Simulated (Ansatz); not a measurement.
Consider the ligand exchange at the Si–C bond: `[SiH3]C1CC1` + `O[SiH2]F` → `F[SiH2]O[SiH3]` + `C1CC1`.

Program: Ansatz. Geometries: PBE0-D4/def2-TZVP. ΔE: electronic, gas phase. CCSD(T)/CBS adds triple-zeta CCSD(T) − MP2 to the extrapolated MP2 energy (def2 sets, frozen cores). DFT in def2-TZVPP. One conformer a species, not always the lowest.

| level | ΔE (kcal/mol) |
| --- | --- |
| LDA (SPW92) | -20.2 |
| B2PLYP | -25.4 |
| r2SCAN | -23.8 |
| CCSD/def2-TZVPP | -25.1 |

Q: What does CCSD(T)/CBS give? (Best estimate.)

A: Ansatz gave: -24.1 kcal/mol. The listed levels differ from it by 3.9, -1.3, 0.3, -1.0 kcal/mol.

Q: What do rigid-rotor, harmonic-oscillator terms from PBE0-D4/def2-TZVP frequencies (298.15 K, 1 bar) make of the CCSD(T)/CBS value? (Estimate.)

A: Ansatz gave: ΔZPE = +0.7 kcal/mol, ΔH = -23.3 kcal/mol, ΔS = 5 J/(mol·K), ΔG = -23.6 kcal/mol. Modes under 50 cm⁻¹ make the entropy rough.

Largest T1 diagnostic among the species: 0.011.

At CCSD(T), def2-SVP lies +1.0 kcal/mol from the extrapolated value and def2-TZVPP −0.1 kcal/mol. From PBE to PBE0 (25 % exact exchange), in def2-TZVPP and without D4, ΔE moves by −1.4 kcal/mol.
